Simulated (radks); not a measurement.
Q: Radial electron density D(r) = 4 pi r^2 rho(r) of an atom or ion with 50 electrons. Calculated with a radial shooting solver on a logarithmic mesh with Libxc functionals: Dirac Kohn-Sham, B86b exchange with PBE correlation, spin-unpolarised, spherical densities, finite nucleus; Fermi nuclear charge, rms radius of each element as measured or else 0.836 A^(1/3) + 0.57 fm.

r (bohr),D(r) (e/bohr)
0.006046,27.18
0.007095,32.98
0.008393,39.63
0.009849,46.22
0.01156,52.62
0.01367,58.53
0.01604,62.74
0.01898,65.06
0.02227,65.00
0.02614,62.95
0.03092,59.64
0.03628,56.97
0.04258,56.56
0.05037,59.95
0.05911,66.73
0.06936,74.94
0.08205,81.32
0.09629,81.77
0.1139,75.35
0.1337,65.71
0.1569,58.29
0.1856,57.63
0.2178,62.95
0.2555,67.65
0.3023,64.22
0.3547,51.46
0.4196,34.53
0.4924,23.33
0.5779,20.35
0.6836,22.45
0.8022,23.54
0.9414,20.84
1.114,15.20
1.307,9.767
1.534,5.857
1.814,3.505
2.129,2.343
2.518,1.634
2.955,1.135
3.468,0.7298
4.103,0.4213
4.814,0.2464
5.65,0.1612
6.683,0.1264
7.843,0.1112
9.204,0.09343
10.89,0.06597
12.78,0.03835
15.11,0.01732
17.74,0.006464
20.81,0.001866
24.62,0.0003684

What is the nuclear charge?

A: Z = 50. The innermost maximum, from 1s, lies near gamma/Z bohr with gamma = sqrt(1 - (Z/c)^2) = 0.931, here 0.0186 bohr (found: 0.0204), and its height grows with Z. The density is that of neutral tin in [Kr] 4d10 5s1 5p2 5d1; the configuration itself is not fixed sharply by these data, and Z only to a few units. D(r) has 4 maxima, at r = 0.0204, 0.0896, 0.264, 0.783 bohr, and minima at 0.0403, 0.173, 0.569 bohr, inside which lie 2.04, 11.18, 28.95 electrons.
